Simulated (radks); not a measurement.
Question: Coherent X-ray form factor from a spherical all-electron density. All-electron calculation, scalar-relativistic Kohn-Sham, PBEsol, spin-polarised, spherical densities, finite nucleus; Fermi nuclear charge, rms radius of each element as measured or else 0.836 A^(1/3) + 0.57 fm. Program: a radial shooting solver on a logarithmic mesh with Libxc functionals.

sin(theta)/lambda (1/angstrom)  f0 (electrons)
0.05                                    69.998
0.1                                     67.439
0.15                                    64.170
0.2                                     60.739
0.25                                    57.328
0.3                                     53.984
0.4                                     47.672
0.5                                     42.133
0.6                                     37.420
0.8                                     29.959
1                                       24.480
1.25                                    19.845
1.5                                     16.960
2                                       13.417

The species is in the configuration that NIST lists as its ground one. Which atom or ion scatters so?

Answer: The hafnium ion Hf+, [Xe] 4f14 5d1 6s2. Extrapolating in s^2 from the first two rows gives f0(0) = 70.9, near the electron count 71; among species with that count, the fall with angle is slower the higher Z, and the table is that of Z = 72; from so few rows the species is fixed only to a neighbour or two.
